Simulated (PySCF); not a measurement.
This PySCF input asks for the NMR shieldings of Si(vinyl)3F, C$_{6}$H$_{9}$FSi; the geometry comes from PBE0-D3(BJ)/def2-SVP.

```python
import basis_set_exchange as bse
import numpy as np
from pyscf import gto, dft
from pyscf.prop import nmr

atoms = """
Si    0.015870    0.014305    0.018858
C    -0.265607    0.125821    1.854759
C    -1.036857   -0.745849    2.514847
H     0.215339    0.933592    2.423047
H    -1.538418   -1.570958    1.997175
H    -1.201610   -0.677671    3.596007
C     1.814475   -0.226949   -0.393857
C     2.266167   -1.316554   -1.025637
H     2.537137    0.551121   -0.112429
H     1.588175   -2.122209   -1.327967
H     3.325738   -1.454224   -1.268241
C    -0.716123    1.466438   -0.885599
C    -1.692270    1.330871   -1.791230
H    -0.335951    2.474884   -0.672530
H    -2.106154    0.347454   -2.039758
H    -2.120658    2.188398   -2.322270
F    -0.777811   -1.319058   -0.504923
"""
names = dict.fromkeys(["Si", "C", "H", "F"], "pcSseg-1")
basis = {el: gto.basis.parse(bse.get_basis(n, elements=[el], fmt="nwchem")) for el, n in names.items()}
mol = gto.M(atom=atoms, basis=basis, charge=0, verbose=0)
mf = dft.RKS(mol, xc="B3LYP")
mf.grids.level = 2
mf.grids.alignment = dft.numint.BLKSIZE   # the property module wants whole blocks of grid points
mf.conv_tol = 1e-9
mf.kernel()

calc = nmr.RKS(mf)   # GIAO
C = mf.mo_coeff
Co = C[:, mf.mo_occ > 0]
resp = mf.gen_response(singlet=True, hermi=2)
def vind(x):   # induced exchange potential for any number of trial vectors
    d = np.einsum("pi,xij,qj->xpq", C, 2 * x.reshape(-1, C.shape[1], Co.shape[1]), Co, optimize=True)
    return np.einsum("xpq,pi,qj->xij", resp(d - d.transpose(0, 2, 1)), C, Co, optimize=True).ravel()
mo1, _ = nmr.rhf.solve_mo1(calc, with_cphf=vind)
sigma = calc.kernel(mo1)
for i, s in enumerate(sigma):   # ppm
    print("%2d %-2s %9.2f" % (i, mol.atom_pure_symbol(i), np.trace(s) / 3))
```

Problem. Give the expected output.

Solution. 
```
 0 Si    345.28
 1 C      38.16
 2 C      36.46
 3 H      25.31
 4 H      25.08
 5 H      25.16
 6 C      38.12
 7 C      36.52
 8 H      25.32
 9 H      25.09
10 H      25.16
11 C      37.91
12 C      36.71
13 H      25.32
14 H      25.09
15 H      25.17
16 F     391.32
```

These numbers come from an equivalent density-fitted implementation of the same equations, which agrees with the script to about 0.01 ppm for H and up to a few tenths of a ppm for heavy atoms, so last digits may differ.

Problem. Turn these shieldings into chemical shifts. Shifts are taken against calculated references (same method and geometry level): TMS for ²⁹Si (σref 337.86), ¹³C (σref 179.24), ¹H (σref 31.38); ¹⁹F (σref 171.94) against CFCl3.

Solution. Averaging equivalent atoms: Si 0: -7.4; C 2/7/12: 142.7; C 1/6/11: 141.2; H 4/5/9/10/14/15: 6.26; H 3/8/13: 6.07; F 16: -219.4 ppm. Unscaled 19F shifts against computed CFCl3 carry errors that often reach 10 to 50 ppm.

Size and cost of the density-fitted run: 188 basis functions, 24 s wall time on 1 thread of an Arm Neoverse V2, shared host; peak memory 1.1 GiB.
